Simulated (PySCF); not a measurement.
A database entry of computed molecular properties. Lists by class give the value and the number of equivalent atoms.

```json
{
 "formula": "C6H11ClOSi",
 "smiles": "C=CC[C@@H]1CCO[Si@@H]1Cl",
 "inchi": "InChI=1S/C6H11ClOSi/c1-2-3-6-4-5-8-9(6)7/h2,6,9H,1,3-5H2/t6-,9+/m1/s1",
 "charge": 0,
 "multiplicity": 1,
 "geometry_level": "PBE0-D3(BJ)/def2-SVP",
 "electronic_structure_code": "PySCF",
 "results": {
  "PBE0-D3(BJ)/def2-SVP geometry optimisation, gas phase": {
   "point_group": "C1",
   "rotational_constants_GHz": [1.533, 0.88, 0.65]
  },
  "CAM-B3LYP/def2-SVPD ground state, ΔSCF and vertical TDDFT (core frozen in the response)": {
   "dipole_D": 2.73,
   "homo_eV": -8.97,
   "lumo_eV": 1.12,
   "S1_eV": 7.33,
   "strongest_line_of_10_singlets_eV": 7.33,
   "T1_tda_eV": 4.37,
   "polarisability_au": 110.0,
   "vertical_ip_eV": 9.78,
   "r2_bohr2_about_centre_of_nuclear_charge": 1838.2,
   "singlets_eV_and_f": [
    [7.33, 0.304],
    [7.38, 0.232],
    [7.69, 0.009],
    [7.77, 0.02],
    [7.8, 0.008],
    [7.82, 0.019],
    [7.96, 0.008],
    [8.02, 0.005],
    [8.04, 0.039],
    [8.15, 0.022]
   ],
   "triplets_tda_eV": [4.37, 7.21, 7.32, 7.45]
  },
  "PBE/pcSseg-1 ground state and GIAO shieldings, non-relativistic": {
   "shift_vs_computed_TMS_C_by_class_ppm": [
    [146.7, 1],
    [120.8, 1],
    [72.4, 1],
    [40.5, 1],
    [37.3, 1],
    [34.4, 1]
   ],
   "shift_vs_computed_TMS_H_by_class_ppm": [
    [6.15, 1],
    [5.77, 1],
    [5.32, 1],
    [5.2, 1],
    [4.36, 1],
    [3.93, 1],
    [2.44, 1],
    [2.24, 1],
    [1.89, 1],
    [1.77, 1],
    [0.94, 1]
   ],
   "shielding_other_nuclei_by_class_ppm": [
    ["O", 238.5, 1],
    ["Si", 310.5, 1],
    ["Cl", 869.7, 1]
   ]
  }
 }
}
```

With B = h/(8π²I), that is 505.379 GHz u Å² over I, the principal moments of inertia are 329.8, 574.0 and 777.9 u Å² (most abundant isotopes); the inertial defect Ic − Ia − Ib is -125.9 u Å² (zero for a rigid planar frame, negative otherwise). The principal polarisabilities are 94.0, 110.2 and 125.7 au; their mean is the isotropic value.

One conformer stands for the species.
